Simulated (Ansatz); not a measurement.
```yaml
atoms:
  - { symbol: C, position_ang: [1.4000, 0.0000, 0.0000] }
  - { symbol: C, position_ang: [0.7000, 1.2124, 0.0000] }
  - { symbol: C, position_ang: [-0.7000, 1.2124, 0.0000] }
  - { symbol: C, position_ang: [-1.4000, 0.0000, 0.0000] }
  - { symbol: C, position_ang: [-0.7000, -1.2124, 0.0000] }
  - { symbol: C, position_ang: [0.7000, -1.2124, 0.0000] }
  - { symbol: N, position_ang: [2.8400, 0.0000, 0.0000] }
  - { symbol: O, position_ang: [3.3700, 1.1000, 0.0000] }
  - { symbol: H, position_ang: [1.2425, 2.1521, 0.0000] }
  - { symbol: H, position_ang: [-1.2425, 2.1521, 0.0000] }
  - { symbol: H, position_ang: [-2.4850, 0.0000, 0.0000] }
  - { symbol: H, position_ang: [-1.2425, -2.1521, 0.0000] }
  - { symbol: H, position_ang: [1.2425, -2.1521, 0.0000] }
```

Basis set: def2-TZVP (spherical functions). Charge 0, multiplicity 1.

Computed with Ansatz (development build ahead of 0.2.0); each method stands on the lowest determinant of its kind that the runs found. Restricted functionals stand beside restricted open-shell atoms, which can lie above the unrestricted atoms usual in DFT and then raise those values.

Give the atomization energy at this shape (free ground-state atoms in the same class of orbitals less the molecule, no zero-point energy) of singlet C6H5NO by ωB97X (restricted), PBE0 (unrestricted), PBE0 (restricted), UHF, RHF.

| method | atomization energy |
| --- | --- |
| ωB97X (restricted) | 1469.48 kcal/mol |
| PBE0 (unrestricted) | 1476.88 kcal/mol |
| PBE0 (restricted) | 1486.83 kcal/mol |
| UHF | 1013.66 kcal/mol |
| RHF | 1028.58 kcal/mol |

Caution for PBE0 (unrestricted): the unrestricted determinant is spin contaminated. Caution for UHF: the unrestricted determinant is a mixture of spin states. Caution for RHF: an unrestricted determinant lies well below.

The shape needn't be a minimum at these levels.
